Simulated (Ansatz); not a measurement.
Steps of a relaxation of C$_{2}$H$_{9}$BSi$_{2}$ (`CB[SiH]1C[SiH2]1`) with RKS PBE0-D4/def2-TZVP.

```sh
$ ansatz run in.yaml --threads 4 --pin off --events-out ev --progress --plain --max-ram 10444MiB
```

```yaml
crystal:
  periodic: [false, false, false]
  atoms:
    - {symbol: C, position_ang: [-2.110323, 0.528150, -0.785134]}
    - {symbol: B, position_ang: [-0.578597, 0.102636, -0.795486]}
    - {symbol: Si, position_ang: [0.140933, -1.467874, 0.139792]}
    - {symbol: C, position_ang: [1.940473, -0.960951, 0.532540]}
    - {symbol: Si, position_ang: [1.030075, 0.722819, 0.636169]}
    - {symbol: H, position_ang: [-2.202457, 1.635905, -0.822159]}
    - {symbol: H, position_ang: [-2.681617, 0.176818, 0.097342]}
    - {symbol: H, position_ang: [-2.626042, 0.152789, -1.694770]}
    - {symbol: H, position_ang: [0.127536, 0.441437, -1.744624]}
    - {symbol: H, position_ang: [-0.495118, -1.943956, 1.436100]}
    - {symbol: H, position_ang: [2.399946, -1.370952, 1.449168]}
    - {symbol: H, position_ang: [2.636625, -1.004741, -0.326250]}
    - {symbol: H, position_ang: [1.663972, 1.830896, -0.146343]}
    - {symbol: H, position_ang: [0.741695, 1.127824, 2.052556]}
basis:
  gaussian: {orbitals: def2-TZVP}
hamiltonian: {xc: pbe0, dispersion: d4}
relax: {f_tol: 0.005, max_steps: 150}
```

Positions (Å) and forces (eV/Å) along the path, 9 of 10 steps:

```xyz
14
step=1 energy=-18642.6688 eV
C    -2.110    0.528   -0.785   -0.292    0.114   -0.057
B    -0.579    0.103   -0.795    0.131    0.011   -0.199
Si    0.141   -1.468    0.140    0.242    0.356    0.287
C     1.940   -0.961    0.533    0.059   -0.046   -0.026
Si    1.030    0.723    0.636    0.164   -0.177    0.057
H    -2.202    1.636   -0.822    0.036   -0.511    0.032
H    -2.682    0.177    0.097    0.271    0.161   -0.408
H    -2.626    0.153   -1.695    0.234    0.163    0.430
H     0.128    0.441   -1.745   -0.248   -0.106    0.332
H    -0.495   -1.944    1.436    0.130    0.097   -0.274
H     2.400   -1.371    1.449   -0.269    0.227   -0.483
H     2.637   -1.005   -0.326   -0.374    0.023    0.439
H     1.664    1.831   -0.146   -0.154   -0.242    0.169
H     0.742    1.128    2.053    0.070   -0.068   -0.299
14
step=2 energy=-18642.7171 eV
C    -2.100    0.524   -0.783   -0.106    0.043   -0.015
B    -0.573    0.105   -0.796    0.047   -0.056   -0.072
Si    0.143   -1.455    0.139    0.142    0.204    0.090
C     1.929   -0.957    0.532   -0.087    0.008   -0.035
Si    1.029    0.717    0.635    0.091   -0.135    0.019
H    -2.197    1.620   -0.815    0.016   -0.150    0.008
H    -2.659    0.172    0.092    0.077    0.041   -0.111
H    -2.613    0.151   -1.680    0.075    0.045    0.122
H     0.124    0.447   -1.732   -0.079   -0.024    0.110
H    -0.490   -1.928    1.420    0.024    0.028   -0.077
H     2.377   -1.363    1.440   -0.073    0.065   -0.131
H     2.618   -1.004   -0.316   -0.101    0.013    0.127
H     1.650    1.815   -0.145   -0.039   -0.062    0.037
H     0.749    1.127    2.038    0.014   -0.020   -0.073
14
step=3 energy=-18642.7238 eV
C    -2.097    0.520   -0.782   -0.004    0.004    0.010
B    -0.572    0.105   -0.798    0.017   -0.052   -0.004
Si    0.146   -1.442    0.140   -0.007    0.042   -0.019
C     1.924   -0.956    0.531   -0.036    0.007   -0.007
Si    1.033    0.712    0.635    0.019   -0.005    0.025
H    -2.197    1.610   -0.809   -0.001    0.010    0.000
H    -2.652    0.163    0.089   -0.003   -0.007    0.007
H    -2.607    0.149   -1.676   -0.003   -0.007   -0.012
H     0.122    0.457   -1.723   -0.003    0.009   -0.010
H    -0.495   -1.913    1.412   -0.002    0.002    0.001
H     2.366   -1.360    1.436    0.010   -0.005    0.012
H     2.611   -1.002   -0.311    0.012   -0.008   -0.008
H     1.649    1.805   -0.148   -0.003    0.004   -0.002
H     0.755    1.123    2.033    0.005    0.007    0.006
14
step=4 energy=-18642.7225 eV rejected
C    -2.101    0.510   -0.785    0.014   -0.001   -0.011
B    -0.574    0.102   -0.817   -0.001    0.107    0.036
Si    0.140   -1.424    0.137    0.025   -0.052    0.068
C     1.921   -0.959    0.533    0.051    0.042    0.000
Si    1.051    0.717    0.652   -0.033   -0.080   -0.076
H    -2.206    1.600   -0.803   -0.005    0.004   -0.002
H    -2.649    0.141    0.084   -0.007   -0.006    0.009
H    -2.610    0.142   -1.681   -0.019    0.002   -0.012
H     0.113    0.473   -1.739    0.007   -0.005    0.008
H    -0.506   -1.890    1.408   -0.018    0.011   -0.018
H     2.360   -1.371    1.437   -0.005   -0.012    0.011
H     2.608   -1.015   -0.308    0.008    0.010   -0.005
H     1.651    1.811   -0.141    0.000   -0.008   -0.015
H     0.789    1.135    2.050   -0.019   -0.012    0.007
14
step=5 energy=-18642.7244 eV
C    -2.099    0.515   -0.783    0.000    0.001    0.005
B    -0.572    0.106   -0.805    0.009    0.005   -0.007
Si    0.144   -1.433    0.139   -0.004   -0.015    0.000
C     1.924   -0.958    0.533    0.002    0.010   -0.001
Si    1.042    0.713    0.641    0.001   -0.004   -0.002
H    -2.204    1.605   -0.802   -0.002   -0.001    0.001
H    -2.651    0.149    0.086   -0.001   -0.001    0.000
H    -2.607    0.147   -1.680    0.000    0.000   -0.001
H     0.119    0.468   -1.729   -0.004    0.002    0.001
H    -0.504   -1.899    1.409    0.000    0.004   -0.001
H     2.364   -1.366    1.439   -0.002    0.001    0.002
H     2.613   -1.010   -0.309   -0.001   -0.002    0.001
H     1.649    1.805   -0.149    0.001   -0.001    0.001
H     0.770    1.128    2.039    0.001    0.001    0.000
14
step=6 energy=-18642.7245 eV
C    -2.099    0.514   -0.782   -0.001   -0.004   -0.001
B    -0.571    0.106   -0.807    0.004    0.013   -0.001
Si    0.144   -1.433    0.137    0.000   -0.004    0.004
C     1.924   -0.958    0.534    0.008    0.001    0.000
Si    1.043    0.713    0.640   -0.001   -0.005   -0.001
H    -2.205    1.604   -0.797    0.000   -0.001    0.001
H    -2.650    0.143    0.086    0.000    0.000    0.000
H    -2.607    0.148   -1.680   -0.001    0.001    0.000
H     0.118    0.472   -1.731   -0.004   -0.001   -0.001
H    -0.506   -1.895    1.407   -0.002    0.001   -0.001
H     2.361   -1.365    1.441   -0.001   -0.001    0.000
H     2.614   -1.012   -0.307    0.000    0.000    0.001
H     1.651    1.804   -0.150    0.000   -0.001   -0.002
H     0.771    1.129    2.037   -0.003   -0.001    0.000
14
step=8 energy=-18642.7246 eV
C    -2.098    0.510   -0.778   -0.001   -0.003   -0.002
B    -0.569    0.111   -0.813    0.000    0.001    0.001
Si    0.146   -1.431    0.131    0.005    0.003    0.000
C     1.924   -0.959    0.538    0.000   -0.006   -0.001
Si    1.045    0.713    0.636   -0.003    0.002    0.002
H    -2.210    1.600   -0.783    0.001    0.000    0.000
H    -2.644    0.130    0.089    0.001    0.001   -0.001
H    -2.608    0.151   -1.678    0.000    0.001    0.002
H     0.113    0.481   -1.739   -0.002   -0.003    0.000
H    -0.512   -1.886    1.399   -0.001    0.000    0.000
H     2.354   -1.366    1.449   -0.001    0.000   -0.001
H     2.621   -1.017   -0.297    0.000    0.002    0.001
H     1.658    1.800   -0.157    0.002    0.000    0.001
H     0.767    1.134    2.031    0.001    0.001   -0.001
14
step=9 energy=-18642.7246 eV
C    -2.098    0.510   -0.777   -0.001    0.000   -0.001
B    -0.568    0.111   -0.814   -0.001   -0.001   -0.002
Si    0.146   -1.431    0.130    0.005    0.001    0.001
C     1.924   -0.959    0.538   -0.004   -0.006    0.000
Si    1.045    0.713    0.636    0.001    0.005    0.002
H    -2.209    1.600   -0.782    0.000    0.000    0.000
H    -2.643    0.130    0.090    0.000    0.000    0.000
H    -2.609    0.151   -1.676    0.001    0.000    0.001
H     0.112    0.481   -1.741    0.000    0.001    0.001
H    -0.513   -1.886    1.398    0.001    0.000    0.000
H     2.353   -1.367    1.450    0.000    0.000   -0.001
H     2.622   -1.015   -0.296   -0.001    0.000    0.000
H     1.660    1.799   -0.156   -0.001    0.000   -0.001
H     0.766    1.135    2.030   -0.001    0.000    0.000
14
step=10 energy=-18642.7246 eV
C    -2.098    0.510   -0.777   -0.001    0.000    0.000
B    -0.569    0.111   -0.814    0.001    0.000    0.000
Si    0.146   -1.431    0.130    0.001    0.000    0.000
C     1.924   -0.959    0.538   -0.001   -0.001    0.000
Si    1.045    0.713    0.636   -0.001    0.001    0.000
H    -2.209    1.600   -0.782    0.000    0.000    0.000
H    -2.643    0.130    0.090    0.000    0.000    0.000
H    -2.609    0.151   -1.676    0.000    0.000    0.000
H     0.112    0.481   -1.741    0.000    0.000    0.000
H    -0.512   -1.886    1.398    0.000    0.000    0.000
H     2.353   -1.367    1.449    0.000    0.000    0.000
H     2.622   -1.015   -0.296    0.000    0.001    0.000
H     1.660    1.799   -0.156    0.000    0.000    0.000
H     0.765    1.135    2.030    0.001    0.000    0.000
```

Run time 44 s (4 threads of an Arm Neoverse V1 on a shared host); peak host memory 0.64 GiB.
